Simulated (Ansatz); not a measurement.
Consider the ligand exchange at the Sb–N bond: `[SiH3][NH][SbH2]` + `C=N` → `C=[N][SbH2]` + `N[SiH3]`.

Calculated with Ansatz (gas phase, PBE0-D4/def2-TZVP geometries, no zero-point term in ΔE). CCSD(T)/CBS is the MP2 limit (def2-TZVPP, def2-QZVPP) plus CCSD(T) − MP2 in def2-TZVPP, frozen cores. This one scheme is used for every species. Functionals use def2-TZVPP. B3LYP here is the variant with VWN-RPA as its local correlation; programs differ in this. HSE06 is defined as in plane-wave codes. def2 core potentials past Kr. For Sb outer-core shells are correlated without core-valence functions, which leaves a few kJ/mol of doubt a bond.

| level | ΔE (eV) |
| --- | --- |
| LDA (SPW92) | 0.02 |
| PBE0-D4 | 0.09 |
| BHLYP-D4 | 0.13 |
| B3LYP | 0.04 |
| HSE06 | 0.06 |
| MP2/def2-SVP | 0.15 |
| SCS-MP2/def2-TZVPP | 0.11 |
| CCSD/CBS(def2) | 0.14 |

(1) What does CCSD(T)/CBS give? (An estimate is asked.)

Largest T1 diagnostic among the species: 0.015.

Answers

(1) Ansatz gave: +0.12 eV. The listed levels differ from it by -0.10, -0.03, 0.01, -0.08, -0.06, 0.03, -0.01, 0.02 eV.

Leaving LDA and LC-ωPBE aside and taking each functional with its dispersion term where it has one, the values, not all of them listed here, spread over 0.09 eV, from BLYP-D4 to BHLYP-D4. From PBE to PBE0 (25 % exact exchange), in def2-TZVPP and without D4, ΔE moves by +0.05 eV.
